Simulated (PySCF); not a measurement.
# A series of derivatives of O=C[SiH3]

Parent skeleton `[O:1]=[CH:2][SiH3:3]`; one hydrogen on atom 3 is replaced by X. Hydrogens on one atom are averaged.

[PySCF: geometry from PBE0-D3(BJ)/def2-SVP; GIAO PBE0/pcSseg-1 shieldings; gas phase; equivalent nuclei averaged; one computed conformer; non-relativistic]

Referencing at the same level of theory: 17O (σref 334.56) against H2O; TMS for 13C (σref 184.41), 29Si (σref 351.99), 1H (σref 31.27).

Parent (X = H): O1 974.2, C2 239.9, Si3 -90.7, H(C2) 12.11, H(Si3) 3.96 ppm. Effects are Δδ = δ(X) − δ(H), positive for deshielding.

(1) Give Δδ (ppm) for X = CHO, CH3, Cl, SH, CH=NH, OSiH3, BCl2, F, CH2NH2.

(2) Which position responds most, and to which substituents?

Results:

(1) 
```
     X             SMILES     O1    C2    Si3  H(C2)  H(Si3)
   CHO       O=C[SiH2]C=O  -12.4  -4.4  +24.8  -0.32   +0.48
   CH3         C[SiH2]C=O  -27.8  +4.1  +38.2  +0.01   +0.34
    Cl        O=C[SiH2]Cl  -22.3  +2.4  +45.6  -0.32   +0.82
    SH         O=C[SiH2]S  -93.2  -3.3  +53.5  -0.33   +1.01
 CH=NH  [H]/N=C\[SiH2]C=O  -20.8  -4.8  +39.1  -0.06   +0.35
 OSiH3   O=C[SiH2]O[SiH3]  -49.3  +7.3  +45.9  -0.22   +1.06
  BCl2   O=C[SiH2]B(Cl)Cl  -20.9  +2.0  +21.6  -0.11   +0.41
     F         O=C[SiH2]F  -14.8  +6.6  +56.5  -0.01   +0.77
CH2NH2        NC[SiH2]C=O  -14.6  +4.6  +30.2  +0.17   -0.07
```

(2) O1: from -93.2 ppm with SH to -12.4 ppm with CHO.

Unscaled 17O shifts of doubly bonded oxygen tend to come out too high, by tens of ppm or more. Experimental scales use liquid or dissolved standards, which lie at an offset from isolated H2O (liquid H2O: subtract about 36 ppm).
